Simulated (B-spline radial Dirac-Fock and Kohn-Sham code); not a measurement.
Dipole and non-dipole photoemission parameters of Rh 4d3/2

System: the free rhodium atom in the configuration 1s2 2s2 2p6 3s2 3p6 3d10 4s2 4p6 4d8 5s1; threshold 9.56 eV (orbital energy of the model). These are calculated numbers from a B-spline atomic structure program; the model is Dirac-Hartree-Slater photoionisation with a Latter tail; cross sections with all multipoles, angular parameters from the dipole term and its interference with E2.

For linearly polarised light dσ/dΩ = σ/(4π) [1 + β P₂(cos θ) + (δ + γ cos²θ) sin θ cos φ], with θ from the polarisation vector and φ the angle between the beam and the projection of the electron momentum on the plane normal to the polarisation.

```
hν (eV)   σ (kb)       β       γ       δ
     60     2780   1.252  -0.004   0.006
   61.1     2540   1.286  -0.004   0.006
     80        ?       ?       ?       ?
   92.6      142   1.864   0.061  -0.005
    109     66.9  -0.200   0.247  -0.035
    128     96.1  -0.685   0.198  -0.033
    135      112  -0.518   0.167  -0.030
    150      142  -0.174   0.117  -0.024
    154      148  -0.096   0.107  -0.023
    386      105   1.105  -0.024   0.006
    400     99.5   1.124  -0.023   0.007
    439     85.3   1.169  -0.017   0.010
    456     79.8   1.186  -0.014   0.011
    798     25.0   1.316   0.102   0.028
    800     24.8   1.317   0.103   0.028
    870     20.3   1.321   0.131   0.031
    940     16.8   1.322   0.159   0.034
    995     14.6   1.321   0.181   0.036
   1000     14.4   1.321   0.183   0.036
   1040     13.1   1.319   0.199   0.037
   1120     10.8   1.314   0.230   0.040
   1580     4.24   1.266   0.399   0.056
   1820     2.82   1.234   0.478   0.065
   2000     2.13   1.210   0.532   0.071
   2070     1.92   1.201   0.553   0.074
   3200    0.484   1.061   0.823   0.115
   7520   0.0237   0.734   1.323   0.275
  11200  0.00514   0.585   1.505   0.397
  13600  0.00238   0.515   1.576   0.472
  15000  0.00161   0.481   1.605   0.513
```

Q: Give the values at 80 eV.

A: σ = 459 kb, β = 1.889, γ = -0.001, δ = 0.004.
